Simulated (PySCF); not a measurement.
## Ionisation energy of Tb by level of theory

Tb [Xe] 4f9 6s2 (high-spin determinant) → Tb⁺ [Xe] 4f9 6s1 (high-spin determinant), as a difference of total energies. Computed with PySCF 2.14 in cc-pVDZ-X2C, with scalar relativity by spin-free X2C-1e. Correlated levels: valence: [Kr] 4d10 frozen. The calculations carry no spin-orbit coupling.

| method | ionisation energy (eV) | error (eV) |
| --- | --- | --- |
| UHF | 4.794 | -1.070 |
| MP2 (valence) | 5.737 | -0.127 |
| SCS-MP2 (valence) | 5.768 | -0.096 |
| CCSD (valence) | 5.684 | -0.180 |
| CCSD(T) (valence) | 5.782 | -0.082 |

Reference: 5.864 eV (measured; NIST Atomic Spectra Database, ionization energies).

Errors of the correlated levels include the incompleteness of this basis and the frozen core.

The determinant of Tb and of Tb⁺ mixes LS terms, which raises its energy above the lowest term, most at the Hartree-Fock and MP2 levels.
